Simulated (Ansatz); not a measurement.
Relaxation of AlFH6O2Si2 (12 atoms, charge 0, multiplicity 1), to a largest force component of 0.02 eV/Å in at most 40 steps.

Method: RHF/def2-SVP (Ansatz).

```xyz
12
Properties=species:S:1:pos:R:3:forces:R:3
Al 0.000 0.000 0.000 0.06 0.78 -1.09
F 0.000 0.000 1.690 -0.03 -0.04 -1.61
O 1.542 0.000 -0.890 -1.90 -1.34 1.22
Si 2.387 -1.376 -1.352 -0.10 1.54 0.11
H 1.460 -2.351 -1.918 -0.34 -0.38 -0.13
H 3.388 -1.020 -2.353 0.22 0.04 -0.25
H 3.050 -1.955 -0.187 0.15 -0.26 0.33
O -1.542 0.000 -0.890 1.68 -1.20 1.70
Si -2.691 -1.224 -0.827 0.41 1.39 -0.44
H -2.288 -2.220 0.162 0.20 -0.38 0.34
H -3.983 -0.659 -0.450 -0.34 0.07 0.13
H -2.801 -1.857 -2.138 -0.01 -0.23 -0.31
```

Where does it end, and by what steps?

The run converged. The force dipped under the threshold on the way, but the program's further checks kept it going. After 16 steps the energy has fallen by 0.914 eV; H10 moved furthest, 1.16 Å.

| step | energy less start (eV) | largest force component (eV/Å) | accepted |
| --- | --- | --- | --- |
| 0 | 0.0000 | 1.896 | yes |
| 1 | -0.3502 | 1.024 | yes |
| 2 | -0.5208 | 1.425 | yes |
| 3 | -0.6848 | 0.561 | yes |
| 4 | -0.7736 | 0.480 | yes |
| 5 | -0.8529 | 0.192 | yes |
| 6 | -0.8959 | 0.108 | yes |
| 7 | -0.8657 | 0.977 | no |
| 8 | -0.9078 | 0.066 | yes |
| 9 | -0.9123 | 0.059 | yes |
| 10 | -0.9026 | 0.345 | no |
| 11 | -0.9134 | 0.005 | yes |
| 12 | -0.9136 | 0.029 | yes |
| 13 | -0.9136 | 0.043 | yes |
| 14 | -0.9140 | 0.002 | yes |
| 15 | -0.9141 | 0.009 | yes |
| 16 | -0.9142 | 0.013 | yes |

```xyz
12
Properties=species:S:1:pos:R:3
Al -0.010 -0.264 0.023
F 0.165 0.894 1.175
O 1.358 -0.876 -0.704
Si 2.749 -1.428 -1.369
H 2.466 -2.579 -2.255
H 3.390 -0.358 -2.166
H 3.684 -1.863 -0.306
O -1.548 -0.773 -0.367
Si -3.077 -1.243 -0.714
H -3.419 -2.459 0.059
H -4.035 -0.169 -0.368
H -3.199 -1.543 -2.159
```

Whether the end is a true minimum wasn't checked by a vibrational analysis.

The run took 13 s on 4 threads of Intel(R) Xeon(R) 6975P-C (Granite Rapids) (shared host), peak memory 0.3 GiB.
